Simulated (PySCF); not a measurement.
Molecule: SMILES C([SiH2]C=C)C[SiH3], C4H12Si2.

Geometry (Å), atoms numbered from 1 in this order:
```xyz
18

C     3.589    0.187   -0.882
C     2.609    0.622   -0.081
Si    1.235   -0.472    0.564
C    -0.452    0.038   -0.119
C    -1.604   -0.838    0.390
Si   -3.284   -0.343   -0.316
H     3.655   -0.861   -1.198
H     4.374    0.853   -1.258
H     2.610    1.685    0.198
H     1.177   -0.404    2.060
H     1.531   -1.886    0.166
H    -0.623    1.098    0.143
H    -0.393    0.011   -1.221
H    -1.668   -0.799    1.491
H    -1.428   -1.899    0.139
H    -3.269   -0.463   -1.808
H    -3.586    1.081    0.033
H    -4.379   -1.210    0.223
```

Geometry PBE0-D3(BJ)/def2-SVP throughout; GIAO in PySCF 2.14, gas phase, one conformer, non-relativistic; equivalent atoms averaged; functional PBE0.

For orientation, 6-31G* gives these shifts δ (against TMS at the same level): C1 133.2, C5 3.4, Si3 -6.7, H8 6.14, H9 6.14, H7 6.20, H16/H17/H18 4.11, H14/H15 0.68, H12/H13 0.70 ppm.

A run gave: C1 135.7, C5 5.3, Si3 -21.1, H8 6.50, H9 6.56, H7 6.37, H16/H17/H18 3.99, H14/H15 0.81, H12/H13 0.79 ppm (shifts δ (against TMS at the same level)).

Q: Which basis set was used in that run?
A. 6-311+G(2d,p)
B. pcSseg-0
C. cc-pVDZ
D. aug-cc-pVDZ
E. STO-3G

A: D. Si3 tells them apart best: aug-cc-pVDZ gives -21.1, cc-pVDZ gives -25.8, pcSseg-0 gives -51.8, STO-3G gives -40.2, 6-311+G(2d,p) gives -26.1 ppm.
